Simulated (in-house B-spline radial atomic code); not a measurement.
A run on Li that did not converge. Method: scalar-relativistic (X2C) SCAN, spin-polarised, spherical fractional occupations, Fermi nucleus of rms radius 2.444 fm; computed with a B-spline radial code for spherical atoms.

Command:
```bash
python run_scf.py task.json out
```
Settings (nuclear radius in fm, mass in u):
```
Z                3
configuration    [He] 2s1
hamiltonian      x2c
method           scan,scan
spin_polarised   True
nucleus          fermi
rms_radius       2.444
atomic_mass      7.016
speed_of_light   137.035999084
```

First and last ten iterations of the last attempt (damped for 15 steps, keeping 80 % of the old Fock matrix, then DIIS):
```
 iter        energy (Eh)    residual
    1          -7.480276    7.53e-03
    2          -7.480823    4.91e-04
    3          -7.480825    4.22e-04
    4          -7.480827    3.63e-04
    5          -7.480828    3.12e-04
    6          -7.480829    2.69e-04
    7          -7.480829    2.32e-04
    8          -7.480830    2.00e-04
    9          -7.480830    1.73e-04
   10          -7.480830    1.50e-04
  111       36999.273004    6.60e+01
  112       37474.894503    6.63e+01
  113       37792.504122    6.68e+01
  114       37890.467190    6.63e+01
  115       37908.181578    6.64e+01
  116       37900.121090    6.63e+01
  117           3.470613    1.72e+00
  118          61.061673    1.23e+01
  119          22.719609    5.09e+00
  120          20.297685    4.64e+00
 not converged after 120 iterations
```

The smallest residual met was 1.5e-05; the threshold is about 1e-07. No energy from this run should be used. Run time, properties included: 1.9 s on 1 thread of Arm Neoverse N1, on a shared host.
